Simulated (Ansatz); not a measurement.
Z-matrix (Å, degrees):
```
Si
C 1 1.846
F 1 1.588 2 110.3
F 1 1.588 2 110.3 3 116.9
H 1 1.473 2 112.0 3 -121.5
C 2 1.305 1 118.6 3 121.4
H 2 1.091 1 120.5 3 -58.6
H 6 1.082 2 137.0 1 0.0
```

Charge 0, multiplicity 2.

**Question.** List the PBE0/def2-TZVPP orbital energies in eV (the Gaussian-basis code of Ansatz). (Estimate.)

**Answer.** The calculation gave: α occupied: -1804.53, -674.11, -674.11, -279.79, -278.81, -146.64, -101.36, -101.32, -101.27, -33.80, -33.29, -22.36, -17.00, -15.97, -14.14, -13.72, -13.59, -12.78, -12.48, -12.31, -12.10, -10.38, -9.05, -7.13. α empty: -1.07, 1.00, 1.39, 1.65, 2.36, 2.83, 3.37, 4.03. β occupied: -1804.51, -674.11, -674.11, -279.35, -278.85, -146.62, -101.34, -101.30, -101.24, -33.78, -33.27, -21.85, -16.51, -15.76, -14.11, -13.63, -13.48, -12.47, -12.47, -12.10, -12.01, -10.09, -8.83. β empty: -2.35, -0.64, 1.11, 1.36, 1.77, 2.55, 2.94, 3.53. ⟨S²⟩ = 0.763.
